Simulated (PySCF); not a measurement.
Record of a relaxation.

C8H5Cl.
SMILES with atom numbers: `[Cl:1][C:2]1=[CH:3][CH:4]=[C:5]2[CH:6]=[CH:7][CH:8]=[C:9]12` (hydrogens: H10 on C3; H11 on C4; H12 on C6; H13 on C7; H14 on C8)

Method: PySCF, BHandHLYP/def2-SV(P) geometry optimisation, gas phase; density fitting, grid level 1; the optimiser is geomeTRIC in internal coordinates, started from a GFN2-xTB structure. The frame can shift and turn from step to step; on so coarse a grid that alone can change the energy by a few meV, and forces under 0.02 eV/Å are noise.

Step 0: E = -20881.8217 eV, largest atomic force 0.736 eV/Å
```
atom  x, y, z in Å  |  force x, y, z in eV/Å
Cl1     2.140    2.495   -0.447    0.140   0.264  -0.044
C2      1.473    0.954   -0.192    0.218  -0.358   0.047
C3      2.134   -0.217   -0.033    0.114   0.636  -0.101
C4      1.159   -1.290    0.160   -0.725   0.127   0.004
C5     -0.082   -0.751    0.115    0.310   0.108  -0.026
C6     -1.507   -1.042    0.203   -0.135   0.071  -0.007
C7     -2.161    0.128    0.045   -0.194  -0.384   0.064
C8     -1.197    1.217   -0.152    0.670  -0.113  -0.002
C9      0.040    0.676   -0.107   -0.166  -0.109   0.022
H10     3.197   -0.363   -0.042    0.344   0.070  -0.022
H11     1.435   -2.319    0.309    0.021  -0.335   0.051
H12    -1.935   -2.013    0.365   -0.240  -0.282   0.051
H13    -3.224    0.278    0.055   -0.361  -0.033   0.015
H14    -1.474    2.246   -0.301    0.004   0.337  -0.051
```

Step 1: E = -20881.8555 eV, largest atomic force 0.221 eV/Å
```
atom  x, y, z in Å  |  force x, y, z in eV/Å
Cl1     2.147    2.543   -0.369   -0.040  -0.088   0.034
C2      1.482    0.970   -0.208   -0.029   0.186  -0.097
C3      2.137   -0.203   -0.241    0.019  -0.124   0.079
C4      1.143   -1.298   -0.070    0.181  -0.107   0.069
C5     -0.080   -0.753    0.059   -0.068   0.078  -0.018
C6     -1.509   -1.045    0.234    0.002  -0.102   0.030
C7     -2.152    0.138    0.245    0.005   0.100  -0.033
C8     -1.166    1.243    0.080   -0.146   0.089  -0.055
C9      0.052    0.689   -0.027    0.056  -0.061   0.017
H10     3.205   -0.340   -0.353   -0.026   0.011  -0.029
H11     1.411   -2.350   -0.043   -0.027   0.038  -0.043
H12    -1.958   -2.025    0.337    0.020   0.028  -0.018
H13    -3.221    0.290    0.345    0.026  -0.011   0.025
H14    -1.423    2.297    0.039    0.028  -0.036   0.037
```

Step 2: E = -20881.8569 eV, largest atomic force 0.123 eV/Å
```
atom  x, y, z in Å  |  force x, y, z in eV/Å
Cl1     2.142    2.542   -0.369   -0.002  -0.034   0.009
C2      1.479    0.971   -0.213    0.001   0.033  -0.019
C3      2.135   -0.204   -0.233    0.068  -0.028   0.006
C4      1.146   -1.302   -0.063   -0.010   0.121   0.023
C5     -0.078   -0.752    0.059   -0.041  -0.042  -0.056
C6     -1.507   -1.046    0.229    0.023   0.061   0.039
C7     -2.149    0.139    0.242   -0.093   0.020  -0.009
C8     -1.168    1.248    0.075    0.015  -0.100   0.003
C9      0.050    0.691   -0.031    0.047  -0.042   0.018
H10     3.201   -0.339   -0.350    0.008   0.009  -0.007
H11     1.411   -2.354   -0.044   -0.012   0.007  -0.006
H12    -1.954   -2.027    0.331   -0.003   0.005  -0.004
H13    -3.215    0.289    0.353   -0.011  -0.005   0.002
H14    -1.424    2.301    0.045    0.008  -0.005   0.001
```

Step 3: E = -20881.8568 eV, largest atomic force 0.165 eV/Å
```
atom  x, y, z in Å  |  force x, y, z in eV/Å
Cl1     2.140    2.540   -0.366    0.010   0.028  -0.010
C2      1.479    0.970   -0.216    0.017  -0.033   0.036
C3      2.141   -0.203   -0.230   -0.095   0.018  -0.021
C4      1.150   -1.299   -0.060   -0.036   0.020  -0.010
C5     -0.078   -0.755    0.058   -0.003   0.073  -0.058
C6     -1.509   -1.042    0.229   -0.038  -0.058   0.031
C7     -2.157    0.140    0.240    0.162  -0.031  -0.009
C8     -1.169    1.241    0.072    0.015   0.023   0.025
C9      0.051    0.686   -0.034   -0.029  -0.006   0.015
H10     3.207   -0.336   -0.351    0.010  -0.002   0.011
H11     1.414   -2.350   -0.047    0.012  -0.035   0.018
H12    -1.956   -2.022    0.331   -0.015  -0.030   0.005
H13    -3.223    0.291    0.357   -0.003  -0.004  -0.013
H14    -1.420    2.295    0.047   -0.006   0.036  -0.020
```

Step 4: E = -20881.8577 eV, largest atomic force 0.051 eV/Å
```
atom  x, y, z in Å  |  force x, y, z in eV/Å
Cl1     2.142    2.541   -0.366    0.000   0.011  -0.006
C2      1.479    0.971   -0.215    0.015  -0.009   0.027
C3      2.139   -0.203   -0.231   -0.046   0.008  -0.019
C4      1.148   -1.298   -0.061    0.008  -0.026  -0.008
C5     -0.079   -0.753    0.058    0.025   0.003  -0.045
C6     -1.509   -1.046    0.230    0.024   0.021   0.011
C7     -2.152    0.138    0.240   -0.009   0.002   0.011
C8     -1.169    1.243    0.072    0.000  -0.005   0.020
C9      0.051    0.688   -0.033   -0.011   0.003   0.009
H10     3.206   -0.336   -0.351    0.001  -0.001   0.009
H11     1.411   -2.349   -0.047    0.005  -0.011   0.013
H12    -1.956   -2.026    0.332   -0.001  -0.001   0.001
H13    -3.219    0.289    0.355   -0.006   0.000  -0.009
H14    -1.421    2.297    0.046   -0.006   0.006  -0.014
```

Step 5: E = -20881.8577 eV, largest atomic force 0.089 eV/Å
```
atom  x, y, z in Å  |  force x, y, z in eV/Å
Cl1     2.141    2.543   -0.363    0.002  -0.021   0.002
C2      1.480    0.973   -0.212   -0.030   0.008  -0.002
C3      2.135   -0.203   -0.233    0.086  -0.022  -0.002
C4      1.147   -1.301   -0.064   -0.001   0.048   0.009
C5     -0.078   -0.752    0.056   -0.040  -0.015   0.002
C6     -1.506   -1.045    0.231   -0.023  -0.023   0.002
C7     -2.152    0.138    0.241    0.005   0.003   0.003
C8     -1.168    1.244    0.074   -0.012   0.016  -0.005
C9      0.051    0.689   -0.031    0.001  -0.007  -0.005
H10     3.203   -0.336   -0.351    0.003   0.002  -0.003
H11     1.412   -2.352   -0.046   -0.005   0.017  -0.004
H12    -1.953   -2.026    0.334    0.002   0.004  -0.004
H13    -3.219    0.287    0.351    0.006  -0.002   0.003
H14    -1.422    2.297    0.043    0.005  -0.009   0.004
```

Step 6: E = -20881.8579 eV, largest atomic force 0.020 eV/Å
```
atom  x, y, z in Å  |  force x, y, z in eV/Å
Cl1     2.143    2.541   -0.363   -0.004   0.004   0.001
C2      1.479    0.972   -0.212    0.013   0.015  -0.005
C3      2.138   -0.202   -0.233   -0.014  -0.004   0.008
C4      1.148   -1.298   -0.064    0.004  -0.004   0.008
C5     -0.079   -0.753    0.055   -0.010   0.005  -0.003
C6     -1.507   -1.046    0.231   -0.002  -0.006   0.002
C7     -2.153    0.138    0.241   -0.002   0.004   0.000
C8     -1.169    1.244    0.074    0.002  -0.009  -0.001
C9      0.050    0.688   -0.031    0.016  -0.005  -0.010
H10     3.205   -0.335   -0.350   -0.003   0.002  -0.001
H11     1.413   -2.350   -0.046   -0.003   0.001  -0.003
H12    -1.954   -2.026    0.333   -0.001   0.000  -0.003
H13    -3.220    0.287    0.352    0.001  -0.001   0.002
H14    -1.423    2.297    0.044    0.002  -0.002   0.003
```

**Question.** Summarise the path.

**Answer.** The energy falls by 3.49 kJ/mol from step 0 to step 6; nine tenths of that is first reached at step 1. It never rises by more than 0.2 meV. The largest force goes from 0.736 to 0.020 eV/Å. Among the bonds C3–C4 changes most, from 1.462 to 1.487 Å; the atoms move by 0.022 Å rms after alignment.

What follows is the cost of the whole optimisation. Time: 51 s of wall time; peak memory 0.60 GiB. Hardware: one thread of an Intel Xeon Platinum 8488C, shared host with 192 logical CPUs at a one-minute load of 57.
